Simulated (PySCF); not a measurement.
Isomers of C6H12FNSi.

All values: PBE0/pcSseg-1 (PySCF) at GFN2-xTB geometries, gas phase, one conformer each.

Question: Rank by HOMO energy, highest first.
A. `[CH3:1][C@@H:2]([SiH3:3])[CH2:4][CH2:5][C@H:6]([F:7])[C:8]#[N:9]` with C1–C2–C4–C5 173°, C2–C4–C5–C6 -177°, C4–C5–C6–F7 -174°
B. `[CH3:1][NH:2][Si@@:3]1([F:4])[CH:5]=[C:6]([CH3:7])[CH2:8][CH2:9]1` with C1–N2–Si3–F4 179°
C. `[CH:1]#[C:2][CH2:3][C@@H:4]([CH2:5][CH2:6][F:7])[NH:8][SiH3:9]` with C2–C3–C4–C5 64°, C3–C4–C5–C6 -173°, C4–C5–C6–F7 -175°, C3–C4–N8–Si9 86°
D. `[CH2:1]=[C:2]([F:3])[Si@@H:4]1[CH2:5][C@@H:6]1[N:7]([CH3:8])[CH3:9]` with C1–C2–Si4–C5 36°, C5–C6–N7–C8 75°
E. `[CH3:1][CH:2]([CH3:3])[SiH2:4][CH2:5][C@H:6]([F:7])[C:8]#[N:9]` with C1–C2–Si4–C5 -59°, C2–Si4–C5–C6 -170°, Si4–C5–C6–F7 -54°

Answer: D (-6.21 eV), B (-6.61 eV), C (-7.05 eV), E (-8.41 eV), A (-8.59 eV).

Question: Rank by dipole moment, highest first.
A. `[CH2:1]=[C:2]([F:3])[Si@@H:4]1[CH2:5][C@@H:6]1[N:7]([CH3:8])[CH3:9]` with C1–C2–Si4–C5 36°, C5–C6–N7–C8 75°
B. `[CH3:1][C@@H:2]([SiH3:3])[CH2:4][CH2:5][C@H:6]([F:7])[C:8]#[N:9]` with C1–C2–C4–C5 173°, C2–C4–C5–C6 -177°, C4–C5–C6–F7 -174°
C. `[CH3:1][NH:2][Si@@:3]1([F:4])[CH:5]=[C:6]([CH3:7])[CH2:8][CH2:9]1` with C1–N2–Si3–F4 179°
D. `[CH:1]#[C:2][CH2:3][C@@H:4]([CH2:5][CH2:6][F:7])[NH:8][SiH3:9]` with C2–C3–C4–C5 64°, C3–C4–C5–C6 -173°, C4–C5–C6–F7 -175°, C3–C4–N8–Si9 86°
E. `[CH3:1][CH:2]([CH3:3])[CH2:4][SiH2:5][C@H:6]([F:7])[C:8]#[N:9]` with C1–C2–C4–Si5 -59°, C2–C4–Si5–C6 -168°, C4–Si5–C6–F7 64°
F. `[CH3:1][CH:2]([CH3:3])[SiH2:4][CH2:5][C@H:6]([F:7])[C:8]#[N:9]` with C1–C2–Si4–C5 -59°, C2–Si4–C5–C6 -170°, Si4–C5–C6–F7 -54°

Answer: F (4.08 D), E (3.61 D), B (3.37 D), C (2.42 D), A (2.11 D), D (1.87 D).

Question: Rank by the highest IAO charge on any atom, lowest value first.
A. `[CH3:1][C@@H:2]([SiH3:3])[CH2:4][CH2:5][C@H:6]([F:7])[C:8]#[N:9]` with C1–C2–C4–C5 173°, C2–C4–C5–C6 -177°, C4–C5–C6–F7 -174°
B. `[CH3:1][SiH:2]([CH3:3])[CH2:4][CH2:5][C@H:6]([F:7])[C:8]#[N:9]` with C1–Si2–C4–C5 57°, Si2–C4–C5–C6 179°, C4–C5–C6–F7 -175°
C. `[CH3:1][NH:2][Si@@:3]1([F:4])[CH:5]=[C:6]([CH3:7])[CH2:8][CH2:9]1` with C1–N2–Si3–F4 179°
D. `[CH3:1][CH:2]([CH3:3])[SiH2:4][CH2:5][C@H:6]([F:7])[C:8]#[N:9]` with C1–C2–Si4–C5 -59°, C2–Si4–C5–C6 -170°, Si4–C5–C6–F7 -54°

Answer: A (+0.576 e), D (+0.748 e), B (+0.930 e), C (+1.398 e).

All values together:

| SMILES | μ (D) | HOMO (eV) | LUMO (eV) | lowest IAO charge (e) | highest IAO charge (e) | lowest Hirshfeld charge (e) | highest Hirshfeld charge (e) |
| --- | --- | --- | --- | --- | --- | --- | --- |
| C[C@@H]([SiH3])CC[C@H](F)C#N | 3.37 | -8.59 | -0.17 | -0.413 (C) | +0.576 (Si) | -0.199 (N) | +0.310 (Si) |
| C#CC[C@@H](CCF)N[SiH3] | 1.87 | -7.05 | 0.35 | -0.678 (N) | +0.744 (Si) | -0.230 (N) | +0.349 (Si) |
| C[SiH](C)CC[C@H](F)C#N | 3.58 | -8.66 | -0.12 | -0.722 (C) | +0.930 (Si) | -0.214 (C) | +0.388 (Si) |
| CN[Si@@]1(F)C=C(C)CC1 | 2.42 | -6.61 | -0.12 | -0.687 (N) | +1.398 (Si) | -0.251 (N) | +0.462 (Si) |
| CC(C)C[SiH2][C@H](F)C#N | 3.61 | -8.61 | -0.38 | -0.534 (C) | +0.762 (Si) | -0.208 (N) | +0.351 (Si) |
| CC(C)[SiH2]C[C@H](F)C#N | 4.08 | -8.41 | -0.14 | -0.545 (C) | +0.748 (Si) | -0.204 (N) | +0.338 (Si) |
| C=C(F)[Si@@H]1C[C@@H]1N(C)C | 2.11 | -6.21 | -0.58 | -0.529 (C) | +0.762 (Si) | -0.171 (C) | +0.320 (Si) |

Conformers: `[CH3:1][C@@H:2]([SiH3:3])[CH2:4][CH2:5][C@H:6]([F:7])[C:8]#[N:9]` with C1–C2–C4–C5 173°, C2–C4–C5–C6 -177°, C4–C5–C6–F7 -174°; `[CH:1]#[C:2][CH2:3][C@@H:4]([CH2:5][CH2:6][F:7])[NH:8][SiH3:9]` with C2–C3–C4–C5 64°, C3–C4–C5–C6 -173°, C4–C5–C6–F7 -175°, C3–C4–N8–Si9 86°; `[CH3:1][SiH:2]([CH3:3])[CH2:4][CH2:5][C@H:6]([F:7])[C:8]#[N:9]` with C1–Si2–C4–C5 57°, Si2–C4–C5–C6 179°, C4–C5–C6–F7 -175°; `[CH3:1][NH:2][Si@@:3]1([F:4])[CH:5]=[C:6]([CH3:7])[CH2:8][CH2:9]1` with C1–N2–Si3–F4 179°; `[CH3:1][CH:2]([CH3:3])[CH2:4][SiH2:5][C@H:6]([F:7])[C:8]#[N:9]` with C1–C2–C4–Si5 -59°, C2–C4–Si5–C6 -168°, C4–Si5–C6–F7 64°; `[CH3:1][CH:2]([CH3:3])[SiH2:4][CH2:5][C@H:6]([F:7])[C:8]#[N:9]` with C1–C2–Si4–C5 -59°, C2–Si4–C5–C6 -170°, Si4–C5–C6–F7 -54°; `[CH2:1]=[C:2]([F:3])[Si@@H:4]1[CH2:5][C@@H:6]1[N:7]([CH3:8])[CH3:9]` with C1–C2–Si4–C5 36°, C5–C6–N7–C8 75°.
